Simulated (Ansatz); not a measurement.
CH₃ClMoO₂ (`[CH3][Mo](=[O])(=[O])[Cl]`), relaxed with RKS PBE-D4/def2-SVP in Ansatz from a rough embedded geometry. The force threshold is 0.03 eV/Å; the program also tests the step.

Total charge 0; spin multiplicity 1. Mo takes the def2 core potential.

Start:

```xyz
8

C     0.133   -0.573   -1.057
Mo   -0.249    0.515    0.790
O    -0.309    2.261    0.412
O    -1.854    0.037    1.513
Cl    1.480    0.097    2.416
H     0.247   -1.692   -0.830
H    -0.616   -0.396   -1.797
H     1.170   -0.249   -1.446
```

```tsv
step	energy (eV)	largest force (eV/Å)	largest move (Å)
1	-19544.3612	4.033	0.000
2	-19545.2127	2.162	0.194
3	-19545.2802	0.521	0.062
4	-19545.2928	0.178	0.029
5	-19545.2942	0.032	0.011
6	-19545.2943	0.016	0.006
```

End:

```xyz
8

C     0.151   -0.542   -0.974
Mo   -0.208    0.505    0.809
O    -0.312    2.134    0.362
O    -1.735   -0.002    1.330
Cl    1.443    0.093    2.327
H     0.180   -1.629   -0.745
H    -0.646   -0.348   -1.721
H     1.127   -0.211   -1.387
```

Run time 26 s (2 threads of a server CPU on a shared host); peak host memory 0.53 GiB.
